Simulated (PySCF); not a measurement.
H₂O₃P, SMILES O=[P](O)O, multiplicity 2. Atoms are numbered in the order given.

```xyz
6

O      1.4970    -0.0612     0.5160
P      0.2220    -0.0072    -0.2885
O     -0.9478    -1.1521     0.0557
O     -0.6933     1.3374    -0.0087
H     -0.5489    -2.0461     0.0651
H     -1.6280     1.1600    -0.2417
```
Charge 0, spin multiplicity 2.

Geometry optimised at PBE-D3(BJ)/def2-SVP. The isomer is the one that the SMILES or the coordinates give; other isomers of the formula were not compared. The values are those of a single conformer.

Calculation: PySCF with TDA-PBE/def2-SVPD.

Vertical excitations. 

Computed lowest excited states:
```csv
state,energy (eV),λ (nm),f,main pairs
root 1,3.07,404,0.003,β HOMO→LUMO 91 %
root 2,3.39,366,0.010,β HOMO−1→LUMO 88 %
root 3,4.23,293,0.007,β HOMO−2→LUMO 97 %
root 4,5.20,238,0.008,"α HOMO→LUMO 90 %, β HOMO−4→LUMO 7 %"
root 5,5.32,233,0.010,β HOMO−3→LUMO 83 %
root 6,5.51,225,0.031,"α HOMO→LUMO+1 54 %, β HOMO−4→LUMO 30 %, β HOMO−3→LUMO 10 %"
root 7,5.59,222,0.045,"α HOMO→LUMO+1 37 %, β HOMO−4→LUMO 53 %"
root 8,6.10,203,0.032,β HOMO−5→LUMO 92 %
root 9,6.80,182,0.029,"α HOMO→LUMO+2 85 %, β HOMO−6→LUMO 7 %"
root 10,6.85,181,0.011,α HOMO→LUMO+3 87 %
```
Unrestricted roots are not spin-pure.
